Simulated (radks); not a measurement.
Values are calculated unless marked as measured or tabulated.
Numerical settings for neutral helium, [He]. Code: a radial shooting solver on a logarithmic mesh with Libxc functionals. Model: non-relativistic Kohn-Sham, r2SCAN, spin-polarised, spherical densities, point nucleus; meta-GGA in the generalised Kohn-Sham scheme. The defaults (mesh step 0.008 in ln r, mesh end at 40 bohr or more with all orbitals vanishing there, Anderson mixing 0.5 over 9 steps, residual threshold near 1e-9 with the energy settled to 1e-9 hartree or 1e-11 of itself, here a cap of 62 iterations) give E = -2.905 hartree and 1s at -16.537 eV in 10 iterations. Run on one thread of a shared host, so times are rough (Arm Neoverse N1): 0.07 s of CPU time, 0.07 s wall, 10 iterations on 2476 mesh points. Changes against that run (0 stands for a change within the tolerance of the run):

| setting | iterations | converged | E (mhartree) | e(1s) (meV) | CPU (s) |
|---|---|---|---|---|---|
| mesh step in ln r 0.08 | 36 | yes | 0 | -0.00702 | 0.05 |
| mesh step in ln r 0.03 | 10 | yes | 0 | 0 | 0.03 |
| mesh step in ln r 0.003 | 12 | yes | 0 | 0 | 0.19 |
| mesh end (bohr) 2 | 8 | yes | +305 | +9.24e+03 | 0.05 |
| mesh end (bohr) 8 | 10 | yes | 0 | +0.111 | 0.06 |
| residual threshold 1e-05 | 9 | yes | 0 | -0.0382 | 0.06 |
| residual threshold 1e-13 | 62 | no | 0 | 0 | 0.37 |
| mixing 1 | 8 | yes | 0 | +0.0161 | 0.05 |
| linear mixing, mixing 1 | 13 | yes | 0 | +0.014 | 0.08 |
| linear mixing, mixing 0.5 | 21 | yes | 0 | +0.00357 | 0.12 |
| mixing history 2 | 13 | yes | 0 | -0.023 | 0.08 |
| iteration cap 5 | 5 | no | 0 | -0.00577 | 0.03 |

Settings that end as converged yet miss the energy by more than 1 mhartree: mesh end (bohr) 2 (+0.305 hartree). A mesh that ends early acts as a hard wall.
